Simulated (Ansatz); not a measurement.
Ansatz (a program for electronic structure) input (BLYP/def2-TZVPD):

Ansatz 0.2 input:
```yaml
crystal:
  periodic: [false, false, false]
  atoms:
    - {symbol: V, position_ang: [0.12829121, -0.11499646, -0.26510166]}
    - {symbol: O, position_ang: [-1.27263217, -0.83399901, 0.09249602]}
    - {symbol: O, position_ang: [-0.47790844, 1.36650816, -0.47745313]}
    - {symbol: F, position_ang: [1.22818079, -0.17946162, 1.01966612]}
basis:
  gaussian:
    orbitals: def2-TZVPD
hamiltonian:
  xc: {name: BLYP}
total_charge: 1
magnetization: {spin_polarized: true, initial_magnetization: 1}
output: {forces: true}
```

End of the output:

```
mean field evaluation 2: about -31855.6624 eV, gradient 4.4e2 eV
mean field evaluation 4: about -32493.8972 eV, gradient 2.2e1 eV
mean field evaluation 8: about -32495.0546 eV, gradient 1.1e-1 eV
mean field evaluation 16: about -32495.0511 eV, gradient 2.6e-3 eV
mean field evaluation 32: about -32492.5888 eV, gradient 1.6e1 eV
mean field evaluation 64: about -32495.0511 eV, gradient 5.3e-5 eV
mean field -32495.05110378 eV, -1194.1711021270 hartree, gradient 5.3e-5 eV, S^2 0.780849; 5 other end points of the search recorded, 0 dependent functions left out
the calculation of the forces begins
reference -32495.05144057 eV, -1194.1711145039 hartree; 24, 23 occupied and 144, 145 virtual orbitals, 1018 factors
Total energy: -32495.05144057 eV, -1194.1711145039 hartree
Atom 0 at     0.128291    -0.114996    -0.265102 Å, force     0.748262    -0.470363    -0.772655 eV/Å
Atom 1 at    -1.272632    -0.833999     0.092496 Å, force    -0.942892    -0.529663     0.252085 eV/Å
Atom 2 at    -0.477908     1.366508    -0.477453 Å, force    -0.378633     1.032709    -0.152582 eV/Å
Atom 3 at     1.228181    -0.179462     1.019666 Å, force     0.573263    -0.032684     0.673153 eV/Å
Dipole moment:     0.236706    -0.261221    -0.678487 e Å
```

The spin state was set by rule; other spins were not relaxed.
